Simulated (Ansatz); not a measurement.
Reaction (substitution at a C–N bond): `FC/N=C/Cl` + `[NH2][Zn][OH]` → `[NH2][Zn][O]CF` + `N=CCl`

Computed with Ansatz on PBE0-D4/def2-TZVP structures; ΔE is electronic, products minus reactants. CBS: MP2 limit from def2 TZ/QZ plus the TZ coupled-cluster correction, frozen cores. This one scheme is used for every species. Functionals use def2-TZVPP. HSE06 is defined as in plane-wave codes. For Zn outer-core shells are correlated without core-valence functions, which leaves a few kJ/mol of doubt a bond. Scalar relativity is left out up to krypton. One conformer a species, not always the lowest.

Q: Is it downhill or uphill in electronic energy at CCSD(T)/CBS, and by how much? (Estimate.)

A: The calculation gave: Nearly level: ΔE = +2.8 kJ/mol.

Q: What do these levels give: B97M-V, PBE0-D4, HSE06-D4, CAM-B3LYP-D4, PBE, HSE06, BHLYP, CAM-B3LYP, CCSD/def2-SVP, CCSD/def2-TZVPP, SCS-MP2/def2-QZVPP, MP2/CBS(def2)? (An estimate is asked.)

A: The calculation gave: B97M-V 0.0, PBE0-D4 4.4, HSE06-D4 4.4, CAM-B3LYP-D4 2.8, PBE 8.1, HSE06 4.3, BHLYP -1.8, CAM-B3LYP 2.7, CCSD/def2-SVP -24.5, CCSD/def2-TZVPP -1.6, SCS-MP2/def2-QZVPP 5.1, MP2/CBS(def2) 10.7 kJ/mol.

Q: What do rigid-rotor, harmonic-oscillator terms from PBE0-D4/def2-TZVP frequencies (298.15 K, 1 bar) make of the CCSD(T)/CBS value? (Best estimate.)

A: The calculation gave: ΔZPE = +0.2 kJ/mol, ΔH = +3.6 kJ/mol, ΔS = 22 J/(mol·K), ΔG = -2.9 kJ/mol. Modes under 50 cm⁻¹ make the entropy rough.

Largest T1 diagnostic among the species: 0.017.

Leaving LDA and LC-ωPBE aside and taking each functional with its dispersion term where it has one, the values, not all of them listed here, spread over 10.4 kJ/mol, from BHLYP-D4 to PBE-D4. LDA lies +5.8 kJ/mol from PBE without D4. From PBE to PBE0 (25 % exact exchange), in def2-TZVPP and without D4, ΔE moves by −3.8 kJ/mol.
